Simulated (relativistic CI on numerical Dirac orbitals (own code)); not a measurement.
# Cu3+ in a cubic cluster: 3p photoemission with charge transfer

Computed with a charge-transfer multiplet model of a cubic metal-ligand cluster with up to 2 ligand holes, Slater and spin-orbit integrals from Dirac-Coulomb-Breit ions, Slater integrals scaled by 0.9. The ground state mixes d8 with configurations of k ligand holes L, whose averages lie at kΔ + k(k − 1)U_dd/2; a core hole lowers each added d electron by U_cd. 20 K, Lorentzian 0.9 eV and Gaussian 0.8 eV FWHM.

Atomic integrals in eV (Slater integrals scaled, ζ unscaled), ground: F2dd 12.450, F4dd 7.768, zeta_d 0.110; with the core hole: F2dd 13.336, F4dd 8.362, zeta_d 0.118, zeta_core 1.767, F2cd 14.000, G1cd 17.195, G3cd 10.550.

Cluster parameters (eV): Δ = -0.7, U_dd = 7.9, U_cd = 9.2, 10Dq = 0.35, 10Dq(ligand) = 0.7, final-state hopping factor = 1.

| Case | n_d | d8 | d9L | d10L2 | S |
| --- | --- | --- | --- | --- | --- |
| V(eg) = 2.5 eV, V(t2g) = -1.08 eV | 8.60 | 0.45 | 0.51 | 0.05 | 1.00 |
| V(eg) = 3.1 eV, V(t2g) = -1.34 eV | 8.64 | 0.42 | 0.52 | 0.06 | 1.00 |
| V(eg) = 3.4 eV, V(t2g) = -1.47 eV | 8.66 | 0.41 | 0.52 | 0.07 | 1.00 |
| V(eg) = 3.7 eV, V(t2g) = -1.6 eV | 8.67 | 0.40 | 0.52 | 0.08 | 1.00 |
| V(eg) = 4 eV, V(t2g) = -1.73 eV | 8.69 | 0.39 | 0.52 | 0.08 | 1.00 |

Weights, n_d and S are thermal averages at 20 K. Binding energies count from the first peak over 30 % of the highest in each spectrum, which can be another peak from case to case. The parameters are a model scan and need not match a compound or its usual spin state. Peaks in eV (height, largest 100):
- V(eg) = 2.5 eV, V(t2g) = -1.08 eV: 0.0 (100), 8.5 (43), 16.4 (31), 19.9 (9), 30.3 (8)
- V(eg) = 3.1 eV, V(t2g) = -1.34 eV: 0.0 (100), 9.5 (33), 10.9 (23), 17.3 (26), 21.3 (6), 31.6 (6)
- V(eg) = 3.4 eV, V(t2g) = -1.47 eV: 0.0 (100), 10.0 (30), 11.4 (21), 17.8 (24), 22.0 (5), 32.3 (5)
- V(eg) = 3.7 eV, V(t2g) = -1.6 eV: 0.0 (100), 7.6 (7), 10.6 (27), 12.0 (18), 18.3 (23)
- V(eg) = 4 eV, V(t2g) = -1.73 eV: 0.0 (100), 7.8 (6), 11.1 (24), 12.5 (16), 18.8 (23)

Curve for V(eg) = 3.1 eV, V(t2g) = -1.34 eV (points under 2 left out, the grid thinned):

(E (eV), Intensity): (-3.6, 3.0), (-2.9, 4.5), (-2.2, 7.6), (-1.5, 16.4), (-0.9, 42.4), (-0.2, 96.5), (0.5, 79.9), (1.2, 52.6), (1.9, 44.5), (2.6, 42.3), (3.2, 34.5), (3.9, 21.0), (4.6, 14.2), (5.3, 11.5), (6.0, 9.0), (6.7, 9.2), (7.3, 9.8), (8.0, 10.9), (8.7, 18.5), (9.4, 32.8), (10.1, 26.5), (10.8, 23.3), (11.4, 21.0), (12.1, 12.9), (12.8, 8.3), (13.5, 5.3), (14.2, 4.3), (14.9, 4.4), (15.6, 5.6), (16.2, 10.3), (16.9, 22.3), (17.6, 24.3), (18.3, 15.6), (19.0, 11.4), (19.7, 6.6), (20.3, 4.5), (21.0, 6.0), (21.7, 5.6), (22.4, 2.5), (29.1, 3.1), (29.8, 2.2), (31.1, 4.1), (31.8, 5.9), (32.5, 3.1), (33.2, 2.1)

For the case V(eg) = 3.4 eV, V(t2g) = -1.47 eV, Δ = -0.7 eV is smaller than U_dd = 7.9 eV, the charge-transfer side of the Zaanen-Sawatzky-Allen scheme (negative Δ: between configuration averages a ligand hole costs less than the nominal valence; multiplet and field energies can change this for the lowest states). With the core hole the average of the configuration with one ligand hole lies at Δ − U_cd = -9.9 eV before mixing: it lies below the unscreened one, so the lowest final states are mostly screened and the unscreened weight appears at higher binding energy as a satellite.
